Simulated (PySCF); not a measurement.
An unknown is described by computed data only.

Elements present: B, F, H and N. Monoisotopic mass: 76.0779 u.

| Property | Result |
| --- | --- |
| UV, first state | lowest singlet excitation: 6.96 eV (178 nm, f = 0.006) [TDDFT B3LYP/def2-SVPD] |
| Polarisability | 48.0 au [B3LYP/def2-SVPD] |
| Triplet | lowest triplet excitation (Tamm–Dancoff): 6.77 eV [TDA B3LYP/def2-SVPD] |
| Couplings | largest of the computed one-bond spin–spin couplings (means over like bonds): 11B–1H +141.7, 11B–1H +125.0, 19F–11B -121.7, 11B–1H +121.6, 15N–1H -76.9 (×2), 15N–1H -73.8 (×2), 15N–11B -8.3 (×2), 15N–11B -7.6 (×2) Hz [B3LYP/pcJ-1] |
| Dipole | 0.74 D [B3LYP/def2-SVPD] |
| 1H NMR | chemical shifts (computed TMS as zero) by class: 3.74 (1 H), 3.15 (1 H), 3.12 (1 H), 1.81 (2 H), 1.36 (2 H) ppm [GIAO PBE0/pcSseg-1] |
| Valence photoelectron | vertical ionisation energy: 10.27 eV [ΔSCF B3LYP/def2-SVPD] |
| XPS | B1s 195.4, B1s 197.2, N1s 406.2 (×2), F1s 691.7 eV [ΔSCF SCAN, pcX-2 on the ionised atom, pcseg-1 elsewhere, spin-free X2C] |
| NMR, other nuclei | isotropic shieldings of nuclei other than C and H, by class: 103 (1 B), 117 (1 B), 223 (2 N), 343 (1 F) ppm [GIAO PBE0/pcSseg-1] |
| Rotational structure | rotational constants A, B, C: 8.211, 4.487, 3.382 GHz [PBE0-D3(BJ)/def2-SVP] |

The electronic properties come from PySCF, for the isolated species, density fitting. Levels stand in brackets. The structure is a single PBE0-D3(BJ)/def2-SVP conformer in the gas phase; no vibrational or solvent corrections. NMR classes are plain means over equivalent atoms (diastereotopic ones count apart unless rotation or inversion swaps them), as if these changed places fast.

Question: Which formula fits the mass and the elements?

Answer: B2FH7N2 (calculated 76.0779). No other formula that holds each of these elements comes within 0.0003 u with a fitting electron parity and a possible valence count.

Question: Give a SMILES that accounts for the data.

Answer: Numbering: `[F:1][BH-:2]1[NH2+:3][BH2-:4][NH2+:5]1`. Hydrogen classes from least to most shielded: 1 H on a four-coordinate boron, B2 (3.74 ppm), 1 H on a four-coordinate boron, B4 (3.15 ppm), 1 H on a four-coordinate boron, B4 (3.12 ppm), 2 H on 2 like atoms (nitrogen bonded to 2 B and 2 H), N3/N5 (1.81 ppm), 2 H on 2 like atoms (nitrogen bonded to 2 B and 2 H), N3/N5 (1.36 ppm). The other shieldings belong to: 103 ppm, four-coordinate boron [B2]; 117 ppm, four-coordinate boron [B4]; 223 ppm, nitrogen bonded to 2 B and 2 H [N3/N5]; 343 ppm, boron-bound fluorine [F1]. The couplings run between: +141.7 Hz, four-coordinate boron [B2] and its hydrogen; +125.0 Hz, four-coordinate boron [B4] and its hydrogen; -121.7 Hz, boron-bound fluorine [F1] and four-coordinate boron [B2]; +121.6 Hz, four-coordinate boron [B4] and its hydrogen; -76.9 Hz, nitrogen bonded to 2 B and 2 H [N3] and its hydrogen (with 1 like pair); -73.8 Hz, nitrogen bonded to 2 B and 2 H [N3] and its hydrogen (with 1 like pair); -8.3 Hz, nitrogen bonded to 2 B and 2 H [N3] and four-coordinate boron [B2] (with 1 like pair); -7.6 Hz, nitrogen bonded to 2 B and 2 H [N3] and four-coordinate boron [B4] (with 1 like pair). The core levels belong to: B1s 195.4 eV, four-coordinate boron [B4]; B1s 197.2 eV, four-coordinate boron [B2]; N1s 406.2 eV, nitrogen bonded to 2 B and 2 H [N3/N5]; F1s 691.7 eV, boron-bound fluorine [F1]. The first electron is taken from the HOMO, whose largest Löwdin shares are 0.17 on a four-coordinate boron, 0.16 on a B–H hydrogen and 0.14 on each of 2 atoms of one kind (nitrogen bonded to 2 B and 2 H). The optimised geometry has point group Cs and is an asymmetric top. Structure: `F[BH-]1[NH2+][BH2-][NH2+]1`. The assignments are read from this structure; whether some other isomer fits the data as well wasn't checked.
